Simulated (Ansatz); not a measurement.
Ideal-gas functions of H₄OS₃Zr (`[OH][Zr]([SH])([SH])[SH]`) at 800 K and 1 bar, from an Ansatz frequency run at PBE0-D4/def2-TZVP.

Molar mass 207.46 g/mol, point group C1 (symmetry number 1), electronic degeneracy 1, moments of inertia 380.291, 397.371, 518.003 u Å². Harmonic wavenumbers (cm⁻¹, unscaled): 55, 84, 93, 117, 127, 137, 188, 235, 280, 296, 348, 371, 381, 491, 494, 505, 740, 2674, 2680, 2684, 3980.

Use S(trans) = R[1.5 ln M + 2.5 ln T − 1.1517]; rotational temperatures θ = 24.2544 K / I; S(rot) = R[ln(√π/σ · √(T³/θAθBθC)) + 1.5]; for each mode x = 1.438777 ν̃/T, S = R[x/(eˣ − 1) − ln(1 − e⁻ˣ)] and H = RT x/(eˣ − 1); 1 cm⁻¹ = 0.0119627 kJ/mol; R = 8.31446 J/(mol·K).

**Question.** By hand: the entropy, in J/(mol·K).

**Answer.** Translation 195.9. Rotation: θ = 0.0638, 0.061, 0.0468 K, giving 136.4. Vibration, mode by mode: 27.55, 24.04, 23.19, 21.29, 20.61, 19.98, 17.37, 15.54, 14.11, 13.65, 12.35, 11.83, 11.62, 9.61, 9.57, 9.39, 6.53, 0.40, 0.39, 0.39, 0.05, in all 269.5. Electronic 0.0. Sum 601.8 J/(mol·K).

**Question.** By hand: H − E and G − E in kJ/mol, counted from the electronic energy.

**Answer.** Zero-point energy ½ × 16960 × 0.0119627 = 101.4; thermal vibration 87.9; translation, rotation and pV give 4 RT = 26.6. H − E = 215.9 kJ/mol, and G − E = 215.9 − 800 × 601.8/1000 = -265.5 kJ/mol.

Vibration gives 45 % of the entropy, 136.7 J/(mol·K) of it from the modes under 150 cm⁻¹: soft modes count most, and the harmonic formula is weakest for them. The sum counts one conformer and one mirror image; others add a mixing term.
